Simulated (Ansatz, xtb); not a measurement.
C4H7FGeO: where a starting geometry ends

The starting geometry of this gas-phase singlet was built from a drawn formula by distance geometry and a force field; its bonds are those of `CCC1=[C](F)[GeH2][O]1`.

```xyz
14

C    -0.7320    0.5085   -0.5567
C     0.3012    0.1248    0.5078
C    -0.2775    0.1980    1.9053
C    -0.4030    1.3034    2.7488
F    -0.0309    2.5921    2.7192
Ge   -1.1253    0.2984    4.0873
O    -1.0394   -0.7403    2.6903
H    -1.1217    1.5315   -0.3497
H    -0.2948    0.4240   -1.5068
H    -1.6403   -0.2408   -0.4814
H     1.1301    0.7815    0.4441
H     0.5982   -0.9131    0.3396
H    -0.0558   -0.0721    5.1437
H    -2.5768    0.7282    4.4174
```

Where would you expect an optimisation with r2SCAN-D4/def2-SVP to take it?

It keeps its bonds, and is `CCC1=[C](F)[GeH2][O]1`.

The energy falls by 1.21 eV over 15 steps:

```tsv
step	E − E(last) (eV)
1	1.214
3	0.122
4	0.072
6	0.032
7	0.021
9	0.006
10	0.002
12	0.000
13	0.000
15	0.000
```

Final geometry (Å):

```yaml
atoms:
  - { symbol: C, position_ang: [-0.8723, 0.2825, -0.4960] }
  - { symbol: C, position_ang: [0.2739, 0.3570, 0.5158] }
  - { symbol: C, position_ang: [-0.2160, 0.4635, 1.9142] }
  - { symbol: C, position_ang: [-0.0187, 1.3824, 2.8943] }
  - { symbol: F, position_ang: [0.7226, 2.4942, 2.8700] }
  - { symbol: Ge, position_ang: [-1.1800, 0.3521, 4.0393] }
  - { symbol: O, position_ang: [-1.0662, -0.5218, 2.3882] }
  - { symbol: H, position_ang: [-1.4798, 1.2005, -0.4709] }
  - { symbol: H, position_ang: [-0.4851, 0.1544, -1.5180] }
  - { symbol: H, position_ang: [-1.5321, -0.5665, -0.2645] }
  - { symbol: H, position_ang: [0.9344, 1.2162, 0.3153] }
  - { symbol: H, position_ang: [0.8936, -0.5557, 0.4403] }
  - { symbol: H, position_ang: [-0.6215, -0.5318, 5.1615] }
  - { symbol: H, position_ang: [-2.6207, 0.7972, 4.3193] }
```

From the same start GFN2-xTB reaches the same bonding as this run.

The end wasn't checked by frequencies. Run with Ansatz 0.2.0, 38 s on 4 threads of Arm Neoverse V1, with other jobs on the host.
